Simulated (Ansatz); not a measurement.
Program: Ansatz. Geometries: PBE0-D4/def2-TZVP. ΔE: electronic, gas phase. CCSD(T)/CBS adds triple-zeta CCSD(T) − MP2 to the extrapolated MP2 energy (def2 sets, frozen cores). This one scheme is used for every species. DFT in def2-TZVPP. Elements past krypton have def2 core potentials. For Sn outer-core shells are correlated without core-valence functions, which leaves a few kJ/mol of doubt a bond. One conformer a species, not always the lowest.

Consider the hydrogenolysis of the Sn–C bond: `[NH2][SnH2][CH2]O` + H₂ → `[NH2][SnH3]` + CH₃OH.

```csv
level,ΔE (kJ/mol)
B97M-V,-65.6
HF/def2-QZVPP,-86.1
```

What does CCSD(T)/CBS give? (Estimate.)

The calculation gave: -47.4 kJ/mol. The listed levels differ from it by -18.2, -38.7 kJ/mol.

Largest T1 diagnostic among the species: 0.013.

Leaving LDA and LC-ωPBE aside and taking each functional with its dispersion term where it has one, the values, not all of them listed here, spread over 23.8 kJ/mol, from B97M-V to revPBE-D4. At CCSD(T), def2-SVP lies −18.8 kJ/mol from the extrapolated value and def2-TZVPP −5.8 kJ/mol. From r2SCAN to r2SCAN0 (25 % exact exchange), in def2-TZVPP and without D4, ΔE moves by −7.4 kJ/mol.

CCSD(T)/CBS has its own doubt, a few kJ/mol and more with outer-core shells, so smaller differences from it don't rank the levels.
